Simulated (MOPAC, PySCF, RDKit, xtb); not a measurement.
Noncovalent pair: H2O (SMILES O) (first 3 atoms) with C4H6 (SMILES C=CC=C); geometry from B3LYP-D3(BJ)/def2-TZVP, rigid monomers moved along the line of their centres of mass till H2···C5 is 2.40 Å.
(charge 0, multiplicity 1):
```xyz
13

O      0.0111    -0.4871    -0.1496
H     -0.7246    -0.5760     0.4670
H      0.7359    -0.1796     0.4067
C     -1.6911    -0.7087     2.8696
C     -0.7292     0.2075     2.7395
C      0.6912    -0.0896     2.8101
C      1.6537     0.8155     2.6202
H     -1.4555    -1.7509     3.0516
H     -2.7382    -0.4456     2.8058
H     -0.9975     1.2441     2.5564
H      0.9592    -1.1213     3.0194
H      2.7009     0.5513     2.6773
H      1.4182     1.8521     2.4086
```

Interaction energies are E(AB) − E(A) − E(B) at the monomers' geometry in the complex; basis-set methods are counterpoise corrected.

Rows in 6-31G* carry no dispersion term and start afresh at each structure (6-31G* with six Cartesian d functions). The state that PM6 reach isn't checked.

Run with MOPAC for PM6 (differences of heats of formation); PySCF for 6-31G* rows; RDKit for the force fields; xtb for the GFN methods. Each number belongs to the level named beside it.

Problem. One of these levels gives -9.8 kJ/mol for the interaction energy. Which?
A) B3LYP/6-31G*
B) MMFF94
C) PM6
D) GFN1-xTB

Solution. D, GFN1-xTB. The others give 2.7 (MMFF94), -6.9 (PM6), 1.0 (B3LYP/6-31G*)
